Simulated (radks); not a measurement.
All-electron atom: the cadmium ion Cd3+ in [Kr] 4d9. Method: Dirac Kohn-Sham, PBE, spin-unpolarised, spherical densities, point nucleus; open shells are shared between the two j in proportion to 2j + 1; computed with a radial shooting solver on a logarithmic mesh with Libxc functionals.

Unscreened Slater integrals over Kohn-Sham orbitals (eV). Large and small components are both included.

F0(4d5/2,4d5/2): 20.483
F2(4d5/2,4d5/2): 10.268
F4(4d5/2,4d5/2): 6.7397
F0(4d5/2,4d3/2): 20.599
F2(4d5/2,4d3/2): 10.325
G2(4d5/2,4d3/2): 10.319
G4(4d5/2,4d3/2): 6.7741
F0(4d5/2,4p3/2): 22.583
F2(4d5/2,4p3/2): 11.266
G1(4d5/2,4p3/2): 14.254
G3(4d5/2,4p3/2): 8.7433
F0(4d5/2,4p1/2): 22.851
G3(4d5/2,4p1/2): 8.6813
F0(4d3/2,4d3/2): 20.717
F2(4d3/2,4d3/2): 10.385
F0(4d3/2,4p3/2): 22.739
F2(4d3/2,4p3/2): 11.377
G1(4d3/2,4p3/2): 14.421
G3(4d3/2,4p3/2): 8.8502
F0(4d3/2,4p1/2): 23.013
G1(4d3/2,4p1/2): 14.367
F0(4p3/2,4p3/2): 25.453
F2(4p3/2,4p3/2): 13.350
F0(4p3/2,4p1/2): 25.842
G2(4p3/2,4p1/2): 13.509
F0(4p1/2,4p1/2): 26.256
